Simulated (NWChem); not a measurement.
System: C₄H₉Al; SMILES C=[CH][Al]([CH3])[CH3]

Input file for NWChem:

```
start job
memory heap 200 mb stack 900 mb global 1100 mb
geometry units angstroms noautoz
  Al    -0.033221     0.444115     0.002603
  C     -1.126090     2.072424     0.002861
  H     -2.209754     1.875181     0.007055
  H     -0.905663     2.697537    -0.880484
  H     -0.899191     2.701921     0.881396
  C      1.928878     0.529941     0.002070
  H      2.355236     0.015401     0.880924
  H      2.311764     1.562882     0.007830
  H      2.354103     0.026169    -0.883589
  C     -0.863358    -1.328620     0.002187
  C     -0.131857    -2.456075    -0.001793
  H     -1.955557    -1.464684     0.004499
  H     -0.577871    -3.460059    -0.002717
  H      0.966085    -2.436045    -0.004293
end
basis spherical
  * library 6-31+g*
end
dft
  xc pbe0
  iterations 150
end
tddft
  cis
  nroots 6
  notriplet
end
task tddft energy
```

Structure relaxed at the PBE0/def2-SVP level.

Vertical excitations in the gas phase.

Predict the main results of this run. (PBE0/6-31+G* (spherical d), TDA.) Quantities: basis functions; lowest excitation, singlet (eV); oscillator strength of that lowest state; lowest state with f > 0.02, singlet (eV); oscillator strength of that bright state; orbital gap (eV).


| Item | Value |
|---|---|
| number of basis functions | 112 |
| lowest excitation, singlet (eV) | 5.05 |
| oscillator strength of that lowest state | 0.000 |
| lowest state with f > 0.02, singlet (eV) | 6.21 |
| oscillator strength of that bright state | 0.242 |
| orbital gap (eV) | 6.53 |
